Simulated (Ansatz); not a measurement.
Molecule: CH2N, charge -1, multiplicity 1. It need not be the lowest isomer of its formula. Whether it binds its extra electron was not tested at this geometry. SMILES: C=[N-]
Geometry: optimised at B3LYP-D3(BJ)/def2-TZVP (Ansatz, an electronic-structure program).

Parts of the frozen-core correlation energy in STO-3G (Ansatz, hartree). Frozen orbitals: 2; correlated occupied orbitals by spin: 6 and 6; virtual: 4 and 4. Spin-orbit coupling is left out. Non-relativistic.

```
term                           value
-------------------------  ---------
reference (HF)             -92.02765
MP2 opposite-spin           -0.08669
MP2 same-spin                      ?
CCSD correlation                   ?
(T)                                ?
FCI minus CCSD(T)           -0.00082
T1 diagnostic                  0.022
largest doubles amplitude      0.163
```

**Question.** Complete the blanks.

**Answer.** 
- MP2 same-spin, value: -0.01941
- CCSD correlation, value: -0.13220
- (T), value: -0.00226
